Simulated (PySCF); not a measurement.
Complete the spectrum of PSb3SeSeSe nortricyclane

Species: PSb3SeSeSe nortricyclane, PSb3Se3.
Bonds: P1–Se2, P1–Se5, P1–Se7, Se2–Sb3, Sb3–Sb4, Sb3–Sb6, Sb4–Se5, Sb4–Sb6, Sb6–Se7.

Computed with TDDFT wB97X-D/def2-SVPD, vertical, gas phase, core orbitals frozen in the response, def2 core potentials past Kr in PySCF. Isolated species at its PBE0-D3(BJ)/def2-SVP geometry (one conformer only). Spin–orbit coupling is left out.

Orbital energies (eV): HOMO-3 -8.75, HOMO-2 -8.52, HOMO-1 -8.15, HOMO -8.15, LUMO -1.02, LUMO+1 -0.28, LUMO+2 -0.17.

Lowest singlets, with some entries withheld (?). The highest level found (4.28 eV, f 0.014 so far) is left out, since the window may have cut off a degenerate partner. Orbitals of the list HOMO-3 to LUMO+2 that lie within 0.01 eV of each other are written together with a slash and their weights summed (≥ marks a lower bound); for degenerate orbitals outside that list single weights are arbitrary.

```
state  E (eV)       f              main configurations (H = HOMO, L = LUMO)
   S1    3.10       ?                                        H-1/H→L (≥97%)
   S2    3.10       ?                                        H-1/H→L (≥97%)
   S3    3.45       ?                                                     ?
   S4    3.86  0.0000                                                     ?
   S5       ?       ?                                                     ?
   S6       ?  0.0005  H-1/H→L+1 (≥45%), H-1/H→L+2 (≥12%), H-1/H→L+3 (≥12%)
   S7       ?  0.0005  H-1/H→L+1 (≥44%), H-1/H→L+3 (≥13%), H-1/H→L+2 (≥12%)
   S8    4.15  0.0004                    H-1/H→L+3 (≥46%), H-1/H→L+2 (≥46%)
   S9    4.25  0.0000                    H-1/H→L+4 (≥46%), H-1/H→L+5 (≥26%)
```

Problem. Fill in the withheld entries.

Solution. 
- S1: f = 0.0003
- S2: f = 0.0003
- S3: f = 0.0000; H-2→L (90%)
- S4: H-1/H→L+2 (≥47%), H-1/H→L+3 (≥45%)
- S5: E = 3.89 eV; f = 0.019; H-3→L (94%)
- S6: E = 3.93 eV
- S7: E = 3.93 eV

Problem. Where do the lowest triplets lie (Tamm–Dancoff)?

Solution. T1 2.87 eV, H-1/H→L (≥95%); T2 2.87 eV, H-1/H→L (≥95%); T3 3.17 eV, H-2→L (86%). E(S1) − E(T1) = +0.23 eV.

Problem. What is the vertical ionisation energy by ΔSCF at this level?

Solution. 8.12 eV; −ε(HOMO) is 8.15 eV.

Problem. Which level carries the most intensity, and what share of the listed sum of f?

Solution. S5, with f = 0.019 of 0.021, 90%.
